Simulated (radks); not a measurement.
Task: Yb4+, configuration [Xe] 4f12 (the NIST ground configuration). Calculated with a radial shooting solver on a logarithmic mesh with Libxc functionals: Dirac Kohn-Sham, Wu-Cohen GGA, spin-unpolarised, spherical densities, finite nucleus; open shells are shared between the two j in proportion to 2j + 1; Fermi nuclear charge, rms radius 5.3108 fm. Some entries of the table are withheld. Estimate them.

orbital     occ.  eigenvalue (hartree)  r(max) (bohr)  <r^2> (bohr^2)
1s1/2          2                   (1)        0.01237       0.0005302
2s1/2          2             -382.5464        0.07078        0.008155
2p1/2          2                   (2)        0.05296             (3)
2p3/2          4                   (4)        0.05938             (5)
3s1/2          2             -87.86502         0.1997         0.05363
3p1/2          2             -80.13207         0.1875         0.04947
3p3/2          4             -71.96817         0.2008         0.05622
3d3/2          4             -58.76645         0.1581         0.04403
3d5/2          6             -56.98320         0.1618         0.04590
4s1/2          2             -18.95053         0.4553          0.2680
4p1/2          2             -15.81634         0.4565          0.2785
4p3/2          4             -13.95526         0.4847          0.3155
4d3/2          4              -8.78787         0.4850          0.3513
4d5/2          6              -8.44698         0.4940          0.3656
5s1/2          2              -3.80074          1.051           1.517
5p1/2          2                   (6)          1.133           1.847
5p3/2          4                   (7)          1.213           2.112
4f5/2    5.14286              -2.12997         0.4738          0.6082
4f7/2    6.85714              -2.07567         0.4788          0.6279
5d3/2          0              -1.42974          1.534           3.758
5d5/2          0              -1.40163          1.566           3.902
6s1/2          0              -1.25546          2.490           7.832
6p1/2          0              -1.01818            (8)           10.01
6p3/2          0              -0.96495            (9)           11.01

Result: 
(1) 1s1/2 eigenvalue (hartree): -2249.036
(2) 2p1/2 eigenvalue (hartree): -365.0674
(3) 2p1/2 <r^2> (bohr^2): 0.005860
(4) 2p3/2 eigenvalue (hartree): -326.5915
(5) 2p3/2 <r^2> (bohr^2): 0.007073
(6) 5p1/2 eigenvalue (hartree): -2.89687
(7) 5p3/2 eigenvalue (hartree): -2.62909
(8) 6p1/2 r(max) (bohr): 2.811
(9) 6p3/2 r(max) (bohr): 2.960
